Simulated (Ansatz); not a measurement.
Molecule: sum formula AlNH2F2 (charge 0, singlet). 
Geometry from a B3LYP-D3(BJ)/def2-TZVP (Ansatz, a quantum-chemistry and plane-wave program) optimisation:
```xyz
6

N     -1.6977    -0.1534    -0.0220
Al     0.0437     0.0040     0.0006
F      0.7548     1.4844    -0.0977
F      1.0059    -1.3253     0.1205
H     -2.3392     0.6196    -0.0934
H     -2.1919    -1.0290     0.0347
```

Total electronic energies in hartree. Cores are frozen in the correlated levels unless marked. No spin-orbit coupling. Non-relativistic. Basis-set limits of correlation are two-point, X^-3; Hartree-Fock from the larger set (for Q and 5 zeta extrapolated as (X+1)exp(-9√X)). [CCSD(T)-MP2]/basis is that difference in the basis named.

| level | program | energy (Eh) |
|---|---|---|
| HF/6-31G* | Ansatz | -496.58697 |
| HF/cc-pV(D+d)Z | Ansatz | -496.62013 |
| HF/aug-cc-pV(T+d)Z | Ansatz | -496.73607 |
| HF/cc-pVTZ | Ansatz | -496.72232 |
| RI-HF/cc-pV(T+d)Z | Ansatz | -496.72831 |
| PBE-D4/def2-TZVPD | Ansatz + dftd4 | -498.00466 |
| BLYP-D4/def2-TZVPD | Ansatz + dftd4 | -498.38132 |
| revPBE-D4/def2-TZVPD | Ansatz + dftd4 | -498.26017 |
| PBE0-D3(BJ)/def2-TZVP | Ansatz + dftd3 | -498.02501 |
| PBE0/def2-TZVP | Ansatz | -498.02265 |
| r2SCAN0-D4/def2-TZVPD | Ansatz + dftd4 | -498.22134 |
| HSE06/def2-TZVPD | Ansatz | -498.00874 |
| LC-wPBE-D3(BJ)/def2-TZVPD | Ansatz + dftd3 | -498.17666 |
| LC-wPBE-D4/def2-TZVPD | Ansatz + dftd4 | -498.17757 |
| wB97X-V/def2-TZVPD | Ansatz | -498.26976 |
| RPA@PBE/cc-pV(Q+d)Z | Ansatz | -498.03794 |
| MP2/cc-pVTZ | Ansatz | -497.51848 |
| MP2/CBS(cc-pV(Q+d)Z,cc-pV(5+d)Z) | Ansatz | -497.6888 |
| SCS-MP2/6-31G* | Ansatz | -497.13214 |
| SCS-MP2/aug-cc-pV(T+d)Z | Ansatz | -497.53545 |
| CCSD(T)/cc-pV(T+d)Z | Ansatz | -497.55572 |
| RI-MP2/CBS(aug-cc-pV(T+d)Z,aug-cc-pV(Q+d)Z)+[CCSD(T)-MP2]/aug-cc-pV(Q+d)Z | Ansatz | -497.7041 |
| CCSD(T)/CBS(cc-pV(Q+d)Z,cc-pV(5+d)Z) | Ansatz | -497.7089 |

Totals of different functionals don't rank their quality; only differences between species are comparable.
